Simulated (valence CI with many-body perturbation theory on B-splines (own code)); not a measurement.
Values are calculated unless marked as measured or tabulated.
Energy levels of Pm XXIX

Level of theory: configuration interaction combined with many-body perturbation theory (CI+MBPT): five valence electrons over a frozen Dirac-Fock core [Ar] 3d10, radial functions for each j: 9 s, 9 p, 8 d, 6 f, 3 g, 1 h, with the one-electron correlation potential Σ1 (screened to all orders), the two-electron term Σ2, the three-electron term Σ3, Breit, model QED; selected single and double excitations, second order for the rest (own B-spline code, finite nucleus).

No measured spectrum was set against this ion. As an estimate, large intervals hold to a few tenths of a per cent, small ones and those within an open d or f shell to about a per cent. Among the levels kept, up to 270 cm⁻¹ of a level comes from second order outside the variational space, and about a tenth of that is noise between levels of different J, which matters for small intervals.

Levels 1 to 45 of 48, with energies above the lowest level, (4s^2 4p1/2^2 4p3/2) J=3/2. "Leading %" is the weight of the configuration and term that name the level; weights of strongly mixed levels are sums over their largest components and can fall short. In the jj column 3d3/2^4 stands for four electrons in 3d with j = 3/2.

| No. | Configuration | Term | J | E (eV) | Leading % | Leading jj | g |
| --- | --- | --- | --- | --- | --- | --- | --- |
| 1 | 4s2 4p3 | 2P° | 3/2 | 0.00 | 42 | 4s^2 4p1/2^2 4p3/2 (97 %) | 1.419 |
| 2 | 4s2 4p3 | 4S° | 3/2 | 28.77 | 51 | 4s^2 4p1/2 4p3/2^2 (97 %) | 1.427 |
| 3 | 4s2 4p3 | 2D° | 5/2 | 32.77 | 98 | 4s^2 4p1/2 4p3/2^2 (98 %) | 1.198 |
| 4 | 4s2 4p3 | 2P° | 1/2 | 37.84 | 98 | 4s^2 4p1/2 4p3/2^2 (98 %) | 0.662 |
| 5 | 4s2 4p3 | 2P° | 3/2 | 67.18 | 55 | 4s^2 4p3/2^3 (97 %) | 1.282 |
| 6 | 4s 4p4 | 4P | 5/2 | 93.91 | 74 | 4s 4p1/2^2 4p3/2^2 (90 %) | 1.512 |
| 7 | 4s 4p4 | 2D | 3/2 | 102.76 | 23 | 4s 4p1/2^2 4p3/2^2 (56 %) | 1.124 |
| 8 | 4s 4p4 | 2S | 1/2 | 105.53 | 47 | 4s 4p1/2^2 4p3/2^2 (86 %) | 2.251 |
| 9 | 4s2 4p2 4d | 4F | 3/2 | 112.45 | 34 | 4s^2 4p1/2^2 4d3/2 (62 %) | 0.892 |
| 10 | 4s2 4p2 4d | 4F | 5/2 | 120.32 | 28 | 4s^2 4p1/2^2 4d5/2 (85 %) | 1.187 |
| 11 | 4s 4p4 | 4P | 3/2 | 125.97 | 53 | 4s 4p1/2 4p3/2^3 (79 %) | 1.412 |
| 12 | 4s 4p4 | 2D | 5/2 | 130.82 | 60 | 4s 4p1/2 4p3/2^3 (76 %) | 1.270 |
| 13 | 4s2 4p2 4d | 4D | 1/2 | 134.52 | 36 | 4s^2 4p1/2 4p3/2 4d3/2 (57 %) | 0.851 |
| 14 | 4s2 4p2 4d | 2P | 3/2 | 134.57 | 24 | 4s^2 4p1/2 4p3/2 4d3/2 (64 %) | 1.026 |
| 15 | 4s2 4p2 4d | 2F | 5/2 | 137.61 | 55 | 4s^2 4p1/2 4p3/2 4d3/2 (86 %) | 0.947 |
| 16 | 4s2 4p2 4d | 2G | 7/2 | 140.63 | 36 | 4s^2 4p1/2 4p3/2 4d3/2 (87 %) | 1.088 |
| 17 | 4s2 4p2 4d | 4D | 1/2 | 141.92 | 49 | 4s^2 4p1/2 4p3/2 4d3/2 (45 %) | 0.743 |
| 18 | 4s2 4p2 4d | 4D | 7/2 | 143.84 | 48 | 4s^2 4p1/2 4p3/2 4d5/2 (97 %) | 1.312 |
| 19 | 4s 4p4 | 2P | 3/2 | 144.85 | 30 | 4s 4p1/2 4p3/2^3 (44 %) | 1.095 |
| 20 | 4s2 4p2 4d | 2G | 9/2 | 148.02 | 52 | 4s^2 4p1/2 4p3/2 4d5/2 (96 %) | 1.215 |
| 21 | 4s2 4p2 4d | 4P | 5/2 | 149.61 | 36 | 4s^2 4p1/2 4p3/2 4d5/2 (60 %) | 1.244 |
| 22 | 4s2 4p2 4d | 2P | 3/2 | 150.63 | 31 | 4s^2 4p1/2 4p3/2 4d5/2 (42 %) | 1.137 |
| 23 | 4s2 4p2 4d | 4D | 5/2 | 154.17 | 36 | 4s^2 4p1/2 4p3/2 4d3/2 (40 %) | 1.251 |
| 24 | 4s2 4p2 4d | 4P | 1/2 | 154.35 | 40 | 4s^2 4p1/2 4p3/2 4d3/2 (82 %) | 2.012 |
| 25 | 4s2 4p2 4d | 2P | 3/2 | 155.52 | 42 | 4s^2 4p1/2 4p3/2 4d5/2 (43 %) | 1.482 |
| 26 | 4s2 4p2 4d | 2G | 7/2 | 156.66 | 42 | 4s^2 4p1/2 4p3/2 4d5/2 (75 %) | 1.071 |
| 27 | 4s2 4p2 4d | 2D | 3/2 | 160.83 | 72 | 4s^2 4p1/2 4p3/2 4d5/2 (75 %) | 0.854 |
| 28 | 4s2 4p2 4d | 2D | 5/2 | 160.85 | 54 | 4s^2 4p1/2 4p3/2 4d5/2 (70 %) | 1.148 |
| 29 | 4s2 4p2 4d | 2P | 1/2 | 163.58 | 70 | 4s^2 4p1/2 4p3/2 4d5/2 (65 %) | 1.055 |
| 30 | 4s 4p4 | 2P | 1/2 | 169.63 | 35 | 4s 4p3/2^4 (50 %) | 1.486 |
| 31 | 4s2 4p2 4d | 2F | 7/2 | 177.82 | 48 | 4s^2 4p3/2^2 4d5/2 (96 %) | 1.258 |
| 32 | 4s2 4p2 4d | 4F | 9/2 | 179.28 | 52 | 4s^2 4p3/2^2 4d5/2 (96 %) | 1.226 |
| 33 | 4s2 4p2 4d | 2P | 1/2 | 179.47 | 58 | 4s^2 4p3/2^2 4d3/2 (68 %) | 1.123 |
| 34 | 4s2 4p2 4d | 2D | 3/2 | 180.47 | 42 | 4s^2 4p3/2^2 4d3/2 (86 %) | 1.151 |
| 35 | 4s2 4p2 4d | 2D | 5/2 | 181.16 | 34 | 4s^2 4p3/2^2 4d3/2 (75 %) | 1.211 |
| 36 | 4s2 4p2 4d | 2F | 7/2 | 184.75 | 73 | 4s^2 4p3/2^2 4d3/2 (82 %) | 1.101 |
| 37 | 4s2 4p2 4d | 2D | 3/2 | 188.81 | 53 | 4s^2 4p3/2^2 4d3/2 (71 %) | 0.998 |
| 38 | 4s2 4p2 4d | 2D | 5/2 | 189.23 | 81 | 4s^2 4p3/2^2 4d5/2 (96 %) | 1.204 |
| 39 | 4s2 4p2 4d | 2S | 1/2 | 193.72 | 31 | 4s^2 4p3/2^2 4d5/2 (46 %) | 1.799 |
| 40 | 4s2 4p2 4d | 2D | 3/2 | 196.59 | 55 | 4s^2 4p3/2^2 4d5/2 (77 %) | 1.070 |
| 41 | 4s2 4p2 4d | 2D | 5/2 | 199.48 | 53 | 4s^2 4p3/2^2 4d5/2 (83 %) | 1.119 |
| 42 | 4s 4p3 4d | 6D° | 3/2 | 200.59 | 39 | 4s 4p1/2^2 4p3/2 4d3/2 (76 %) | 1.485 |
| 43 | 4s 4p3 4d | 6D° | 5/2 | 200.64 | 39 | 4s 4p1/2^2 4p3/2 4d3/2 (84 %) | 1.374 |
| 44 | 4s 4p3 4d | 6D° | 1/2 | 200.85 | 54 | 4s 4p1/2^2 4p3/2 4d3/2 (84 %) | 2.803 |
| 45 | 4s 4p3 4d | 6D° | 7/2 | 202.02 | 41 | 4s 4p1/2^2 4p3/2 4d3/2 (64 %) | 1.394 |

The ionisation energy to 4s2 4p2 3P_0 of the next ion comes out as 1041.1 eV (NIST: 1040 ± 4 eV (theoretical)). All 48 levels together are meant to be complete up to 212.11 eV.
